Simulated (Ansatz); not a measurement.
dilithium (Li₂), singlet, geometry from GFN2-xTB (such geometries of metal compounds can be far from the true shape). Base run: HF/6-311G** (Ansatz, a quantum-chemistry and plane-wave program).

The Ansatz input:
Ansatz 0.2 input:
```yaml
crystal:
  periodic: [false, false, false]
  atoms:
    - {symbol: Li, position_ang: [-0.00000000, -0.00000000, -1.14955939]}
    - {symbol: Li, position_ang: [0.00000000, 0.00000000, 1.14955939]}
basis:
  gaussian:
    orbitals: 6-311G__.json
hamiltonian:
  xc: hf
```
The basis file holds 6-311G** in the JSON format of the Basis Set Exchange.

The base run was repeated with changes; each row names its change, and settings that it needs were set with it.

```csv
change,ΔE vs base (eV)
base,0.00
occupation = up:Ag:2 B1u:1 down:Ag:2 B1u:1,0.00
occupation = up:Ag:1 B1u:1 B3g:1 down:Ag:1 B1u:1 B3g:1,8.70
occupation = up:Ag:1 B1u:1 Au:1 down:Ag:1 B1u:1 Au:1,34.19
symmetry_tolerance_ang = 0.01,0.00
occupation = up:Ag:1 B1u:1 B1g:1 down:Ag:1 B1u:1 B1g:1,27.64
occupation = up:Ag:2 B2g:1 down:Ag:2 B2g:1,141.64
```
